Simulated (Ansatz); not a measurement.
Relaxation of H$_{5}$OSn (7 atoms, charge 0, multiplicity 2), to a largest force component of 0.03 eV/Å in at most 50 steps.

All numbers below come from Ansatz 0.2.0, UKS PBE/def2-SVP.

```xyz
7
Properties=species:S:1:pos:R:3
Sn -0.051 -0.028 -0.032
H -0.025 -0.017 1.712
O 1.835 0.017 -0.756
H 2.184 -0.896 -0.785
H -0.720 1.411 -0.704
H -0.852 -1.437 -0.645
H 0.003 -0.001 3.569
```

Question: Where does it end, and by what steps?

Answer: The forces met the threshold. After 12 steps the energy has fallen by 1.360 eV; H2 moved furthest, 1.32 Å. Parted: Sn1–H2 (1.74 → 3.35 Å). Joined: H2–H7 (1.86 → 0.77 Å).

```json
{"step": "0", "energy less start (eV)": "0.0000", "largest force component (eV/Å)": "0.190", "accepted": "yes"}
{"step": "1", "energy less start (eV)": "-0.0026", "largest force component (eV/Å)": "0.530", "accepted": "yes"}
{"step": "2", "energy less start (eV)": "-0.0203", "largest force component (eV/Å)": "0.217", "accepted": "yes"}
{"step": "3", "energy less start (eV)": "-0.0732", "largest force component (eV/Å)": "0.608", "accepted": "yes"}
{"step": "4", "energy less start (eV)": "-0.2698", "largest force component (eV/Å)": "1.529", "accepted": "yes"}
{"step": "5", "energy less start (eV)": "-0.7813", "largest force component (eV/Å)": "2.104", "accepted": "yes"}
{"step": "6", "energy less start (eV)": "-1.1077", "largest force component (eV/Å)": "1.012", "accepted": "yes"}
{"step": "7", "energy less start (eV)": "-1.2360", "largest force component (eV/Å)": "0.681", "accepted": "yes"}
{"step": "8", "energy less start (eV)": "-1.2947", "largest force component (eV/Å)": "1.168", "accepted": "yes"}
{"step": "9", "energy less start (eV)": "-1.3359", "largest force component (eV/Å)": "0.072", "accepted": "yes"}
{"step": "10", "energy less start (eV)": "-1.3482", "largest force component (eV/Å)": "0.163", "accepted": "yes"}
{"step": "11", "energy less start (eV)": "-1.3562", "largest force component (eV/Å)": "0.289", "accepted": "yes"}
{"step": "12", "energy less start (eV)": "-1.3595", "largest force component (eV/Å)": "0.030", "accepted": "yes"}
```

```xyz
7
Properties=species:S:1:pos:R:3
Sn -0.008 -0.035 -0.316
H -0.065 0.017 3.029
O 1.851 -0.017 -1.132
H 2.277 -0.890 -1.022
H -0.677 1.417 -1.038
H -0.842 -1.459 -0.955
H -0.163 0.015 3.794
```

The run took 26 s on 1 thread of Intel(R) Xeon(R) Platinum 8375C CPU @ 2.90GHz (Ice Lake), with other jobs on the host, peak memory 0.15 GiB.
